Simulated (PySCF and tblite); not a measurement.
Values are calculated unless marked as measured or tabulated.
C₇H₁₂, numbered as in [CH3:1][C@@H:2]1[CH2:3][C@@H:4]2[CH2:5][C@@H:6]2[CH2:7]1.

Conformers came from 60 starts (ETKDG and KDG, MMFF94s, GFN2-xTB); geometries are GFN2-xTB. Weights use PBE0-D3(BJ)/def2-SVP (IEF-PCM, cyclohexane) energies plus GFN2-xTB zero-point and thermal terms (modes under about 100 cm⁻¹ blended into free rotors). Symmetry numbers and mirror images are counted. Conformers within 2.5 kcal/mol (GFN2-xTB free energy) were kept, 4 at most. GIAO shieldings: mPW1PW91/pcSseg-1 (IEF-PCM, cyclohexane). Shifts are against TMS (¹H), TMS (¹³C) at the same level. Programs: PySCF with density fitting and tblite.

The 5-ring runs over atoms 2–3–4–6–7.

| conformer | shape | symmetry | E(GFN2) kcal/mol | E(DFT) kcal/mol |
| --- | --- | --- | --- | --- |
| 1 | 5-ring envelope (ring torsions -8, 0, 7, -12, 12°) | Cs | 0.05 | 0.00 |
| 2 | 5-ring envelope (ring torsions 17, 0, -18, 28, -28°) | Cs | 0.00 | 0.39 |

Task: How much do the weights at 298.15 K and the averaged shift of C2 depend on how the conformers are weighted?

Result: 
| weighting | 1 (%) | 2 (%) | δ (ppm) | rms dipole (D) |
| --- | --- | --- | --- | --- |
| DFT energy with thermal terms, symmetry and mirror images (full scheme) | 63 | 37 | 40.7 | 0.29 |
| DFT energy with symmetry and mirror images | 66 | 34 | 40.4 | 0.29 |
| bare DFT energy | 66 | 34 | 40.4 | 0.29 |
| GFN2-xTB energy with symmetry and mirror images | 48 | 52 | 42.5 | 0.29 |
| GFN2-xTB free energy | 45 | 55 | 42.9 | 0.29 |
| leading conformer alone | 100 | 0 | 36.4 | 0.30 |
| equal weights | 50 | 50 | 42.3 | 0.29 |
| full scheme, search stopped after three starts | 0 | 100 | 48.2 | 0.29 |

The largest departure from the full scheme, 7.5 ppm, comes with: full scheme, search stopped after three starts.
